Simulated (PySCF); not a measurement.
# GeF₃: double against triple zeta

Base calculation in PySCF with density fitting and no spin–orbit coupling, PBE0/def2-SVP (no relativity): doublet, C3v, Ge–F 1.728 Å (×3); F–Ge–F 106.5° (×3); wavenumbers 207 (×2), 260, 697, 738 (×2) cm⁻¹; dipole moment 2.14 D, polar-tensor charge of Ge 1.63 e, atomisation energy (no zero-point energy) 1336 kJ/mol.

Task: What changes on going to PBE0/def2-TZVP (no relativity)?

Result: The point group stays the same. Changes: mean bond to Ge -0.007 Å, smallest bond angle 0.0 degrees, highest wavenumber -11 cm⁻¹, lowest wavenumber +3 cm⁻¹, dipole moment -0.04 D, polar-tensor charge of Ge +0.14 e, atomisation energy (no zero-point energy) +16 kJ/mol. The new structure has Ge–F 1.721 Å (×3); F–Ge–F 106.5° (×3), with wavenumbers 210 (×2), 263, 698, 727 (×2) cm⁻¹. The larger basis shortens the bonds, as added polarisation functions usually do.

Only the bonding shown was studied: isomers, or loss of a ligand pair, can lie lower.
